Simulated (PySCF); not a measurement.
Predicted microwave data (PBE0/pcSseg-1 in PySCF (dipole) on a GFN2-xTB geometry, gas phase) for one isomer of C5H6F5P:

* Rotational constants: A = 1824, B = 624.9, C = 560.8 MHz
* Dipole components: |μa| = 3.45 D, |μb| = 0.42 D, |μc| = 0.15 D
* Inertial defect: -184.61 u·Å²
* κ: -0.90

Question: Which candidate fits, each taken in the one conformer that was computed?
A. `[CH2:1]=[CH:2][P:3]([CH3:4])[C:5]([F:6])([F:7])[C:8]([F:9])([F:10])[F:11]` with C1–C2–P3–C4 29°, C2–P3–C5–F6 -42°
B. `[CH3:1][CH2:2]/[CH:3]=[P:4]\[C:5]([F:6])([F:7])[C:8]([F:9])([F:10])[F:11]` with C1–C2–C3–P4 152°, C3–P4–C5–F6 55°
C. `[CH3:1][C:2]([CH3:3])=[P:4][C:5]([F:6])([F:7])[C:8]([F:9])([F:10])[F:11]` with C2–P4–C5–F6 -55°

Answer: C. It is CC(C)=PC(F)(F)C(F)(F)F, an asymmetric top, point group C1. The candidates at the same level (rigid rotor, commonest isotopes):

```
                SMILES  A (MHz)  B (MHz)  C (MHz)  μa (D)  μb (D)  μc (D)  Δ (u·Å²)  point group                        rotor
CC(C)=PC(F)(F)C(F)(F)F     1824    624.9    560.8    3.45    0.42    0.15   -184.61           C1               asymmetric top
CC/C=P\C(F)(F)C(F)(F)F     1927    563.5    521.1    2.85    0.09    0.25   -189.38           C1  near-prolate asymmetric top
C=CP(C)C(F)(F)C(F)(F)F     1490    751.6    658.4    2.58    0.07    0.19   -244.04           C1               asymmetric top
```

`CC/C=P\C(F)(F)C(F)(F)F` has B 10 % too low; `C=CP(C)C(F)(F)C(F)(F)F` has B 20 % too high. No structure here is proved a minimum.
